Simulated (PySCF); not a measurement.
Orbital picture of ScC

LDA at R = 1.862 Å; basis Sc def2-TZVPP, C def2-TZVPP; no relativity; PySCF 2.14. State: ⁴Π (quartet), unpaired electrons σ ↑↑, π ↑. Only the outer orbitals are listed, counted within each symmetry.

| spin | orbital | occ. | ε (eV) | on Sc (%) | main shells (%) |
| --- | --- | --- | --- | --- | --- |
| α | 2π | 1 | -32.83 | 100 | 100 Sc p |
| α | 6σ | 1 | -32.48 | 97 | 97 Sc p |
| α | 2π | 1 | -32.47 | 100 | 100 Sc p |
| α | 7σ | 1 | -12.70 | 18 | 82 C s |
| α | 3π | 1 | -5.78 | 35 | 65 C p, 31 Sc d |
| α | 8σ | 1 | -5.65 | 30 | 65 C p, 24 Sc d |
| α | 3π | 1 | -5.12 | 39 | 61 C p, 35 Sc d |
| α | 9σ | 1 | -4.06 | 99 | 74 Sc s, 18 Sc d |
| α | 1δ | 0 | -3.11 | 100 | 100 Sc d |
| α | 1δ | 0 | -3.10 | 100 | 98 Sc d |
| α | 4π | 0 | -2.41 | 91 | 47 Sc p, 43 Sc d, 9 C p |
| β | 2π | 1 | -32.27 | 100 | 100 Sc p |
| β | 2π | 1 | -32.19 | 100 | 100 Sc p |
| β | 6σ | 1 | -31.72 | 96 | 96 Sc p |
| β | 7σ | 1 | -10.86 | 21 | 78 C s, 8 Sc d |
| β | 3π | 1 | -4.29 | 46 | 53 C p, 42 Sc d |
| β | 3π | 0 | -4.11 | 48 | 51 C p, 44 Sc d |
| β | 8σ | 0 | -3.75 | 42 | 53 C p, 29 Sc d, 9 Sc p |
| β | 9σ | 0 | -3.08 | 98 | 72 Sc s, 18 Sc d |

**Question.** Which are the highest filled and the lowest empty level, where do they sit, and how wide is the gap?

**Answer.** Highest filled α 9σ at -4.06 eV (in %: 74 Sc s, 18 Sc d); lowest empty β 3π at -4.11 eV (in %: 51 C p, 44 Sc d); the gap at LDA is -0.05 eV.

| Property | Result |
| --- | --- |
| bond order (Mayer) | 2.42 |
| ⟨S²⟩ | 3.758 |
| charge on Sc (Mulliken, basis-dependent) | 0.21 |
| charge on Sc (Löwdin, basis-dependent) | -0.12 |
| dipole moment (positive dipole means Sc(−)C(+)) | -3.59 D |
| polarisability along the bond | 100.0 bohr³ |
| polarisability across the bond | 108.5 bohr³ |

Counting both spins, an empty level lies below a filled one in this solution, because spin and occupation are held. With d or f electrons several states lie close, and the lowest PBE0 determinant need not be the measured ground state.
